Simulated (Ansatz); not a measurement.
```xyz
9

F    -1.170   -1.309    1.847
Si   -1.081   -0.226    0.691
S     0.779    0.880    1.134
O    -0.772   -0.810   -0.750
Ga    1.016   -0.397   -1.179
H    -2.255    0.656    0.815
H     0.349    1.993    0.513
H     1.129    0.773   -2.204
H     2.006   -1.560   -0.868
```

Total charge 0; spin multiplicity 1.

Q: List the ωB97M-V/def2-TZVPP orbital energies in eV (Ansatz). (Estimate.)

A: The calculation gave: Occupied: -10153.65, -2427.76, -1808.84, -1257.12, -1111.30, -1111.22, -1111.19, -677.80, -525.79, -221.77, -164.87, -164.78, -164.73, -154.52, -149.70, -107.01, -106.81, -106.73, -103.88, -103.83, -103.76, -36.40, -30.09, -26.10, -26.04, -25.94, -25.87, -25.78, -24.10, -18.33, -16.35, -15.82, -15.69, -15.16, -14.41, -13.35, -12.91, -12.44, -11.32, -10.77, -10.66. Lowest empty: 1.11, 1.46, 1.99, 2.47, 2.80, 3.09, 3.40, 4.25.
